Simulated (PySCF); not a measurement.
## Polarisability and C₆ of Ni²⁺ (nickel, charge +2)

[Ar] 3d7 4s1, high-spin 5F determinant (an excited configuration). All numbers are calculated (PySCF 2.14, the spin-free X2C one-electron Hamiltonian (Gaussian nucleus), in aug-cc-pVTZ-DK). Coupled (time-dependent) response in atomic units; α is the mean over directions.

```csv
method,mean α (bohr³),C₆ (like pair),S(−4)
BP86,12.14,42.12,123.3
r2SCAN0,13.54,48.71,152.4
```

S(−4) is the Cauchy moment in α(ω) = α(0) + S(−4) ω² + …

α(iu) at BP86:

```
u (hartree)  α(iu) (bohr³)
          0          12.14
     0.0500          11.84
      0.100          11.04
      0.200          8.807
      0.300          6.787
      0.500          4.307
      0.750          2.869
       1.00          2.145
       1.50          1.423
       2.00          1.051
       3.00         0.6627
       5.00         0.3422
```

A single London oscillator, α(iu) = α/(1 + u²/ω²), gives C₆ = (3/4) ω α². Matching the computed C₆ needs ω = 4 × 42.12 / (3 × 12.14²) = 0.381 hartree.

For an ion, C₆ is the dispersion term alone; charge-induced terms of lower order in 1/R come first.
